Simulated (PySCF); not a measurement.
# Ligand-field analysis of TiCl3

The complex TiCl3 (charge 0) contains Ti(III), shell d1. The structure is a PBE0-D3(BJ)/def2-TZVP geometry optimised for multiplicity 2; coordination trigonal planar, point group D3h, metal–donor distances 2.19 Å.

```
4

Ti    0.000    0.000    0.000
Cl    2.191    0.000    0.000
Cl   -1.095    1.897    0.000
Cl   -1.095   -1.897    0.000
```

Method (PySCF 2.14, density fitting): CASSCF(1,5) with orbitals averaged over all microstates of the shell, strongly contracted NEVPT2 on the averaged canonical orbitals; basis x2c-TZVPall on the metal, x2c-SVPall elsewhere; spin-free X2C; gas phase; spin-orbit coupling by state interaction with the mean-field operator over all roots.

Spin-free states:

```json
{"2S+1": "2", "deg.": "1", "symmetry": "2A1'", "free-ion term": "2D 1.00", "CASSCF / cm⁻¹": "0", "NEVPT2 / cm⁻¹": "0", "f(ED)": "–", "occupations": "1.0 0.0 0.0 0.0 0.0"}
{"2S+1": "2", "deg.": "2", "symmetry": "2E''", "free-ion term": "2D 1.00", "CASSCF / cm⁻¹": "2849", "NEVPT2 / cm⁻¹": "4132", "f(ED)": "0", "occupations": "0.0 0.5 0.5 0.0 0.0"}
{"2S+1": "2", "deg.": "2", "symmetry": "2E'", "free-ion term": "2D 1.00", "CASSCF / cm⁻¹": "13546", "NEVPT2 / cm⁻¹": "15123", "f(ED)": "1.0e-03", "occupations": "0.0 0.0 0.0 0.5 0.5"}
```

Energies are counted from the ground state at NEVPT2 level. Weights follow the labels. f(ED) is the electric-dipole oscillator strength from the ground state at the fixed geometry, without vibronic coupling; occupations, where given, run over the ligand-field orbitals from the lowest.

## Ligand-field fit



```
orbital  CASSCF / cm⁻¹  NEVPT2 / cm⁻¹  metal share   main function
      1              0              0         0.92         z2 1.00
      2           2849           4132         0.94  degenerate set
      3           2849           4132         0.94  degenerate set
      4          13546          15123         0.85  degenerate set
      5          13546          15123         0.85  degenerate set
```

ζ = 112 cm⁻¹, against 152 for the free ion.

Spin-orbit levels:

```
E / cm⁻¹  deg.    make-up    g (S′ = 1/2)
     0.0     2  1.00 2A1'  1.84 1.84 2.00
  4078.0     2  1.00 2E''  0.16 0.16 0.17
  4200.0     2  1.00 2E''  0.00 0.00 3.83
 15047.8     2   1.00 2E'  0.00 0.00 0.79
 15209.8     2   1.00 2E'  0.00 0.00 4.79
```

## Magnetism

The ground doublet has g = 1.844, 1.844, 2.000. μeff is 1.78 μB at 300 K and 1.65 μB at 10 K; the spin-only value is 1.73 μB.

```tsv
T / K	χT / cm³ K mol⁻¹	μeff / μB	χT along axes a, b, c
2	0.338	1.64	0.32 0.32 0.38
5	0.339	1.65	0.32 0.32 0.38
10	0.340	1.65	0.32 0.32 0.38
20	0.342	1.65	0.33 0.33 0.38
30	0.344	1.66	0.33 0.33 0.38
50	0.348	1.67	0.33 0.33 0.38
75	0.353	1.68	0.34 0.34 0.38
100	0.358	1.69	0.35 0.35 0.38
150	0.368	1.71	0.36 0.36 0.38
200	0.378	1.74	0.38 0.38 0.38
250	0.388	1.76	0.39 0.39 0.38
300	0.398	1.78	0.41 0.41 0.38
```

Axes in the frame of the coordinates: a = (0.98, -0.21, 0.00); b = (-0.21, -0.98, 0.00); c = (0.00, 0.00, 1.00).

Powder magnetisation at 2 K: 0.15 μB at 0.5 T, 0.29 μB at 1 T, 0.54 μB at 2 T, 0.70 μB at 3 T, 0.88 μB at 5 T, 0.93 μB at 7 T.

No frequencies were computed for the optimised geometry. Charge-transfer states lie outside this active space and may come lower than some of these levels. NEVPT2 lifts 2E'' from 2849 to 4132 cm⁻¹; on the d shell alone such lifts tend to overshoot. NEVPT2 on the d shell alone tends to put d–d bands too high for such charged or covalently bound ions.

The job took 3.5 s on one thread of Arm Neoverse V2 (shared host), with 102 basis functions, launched as `OMP_NUM_THREADS=1 python lf_run.py task.json out`.
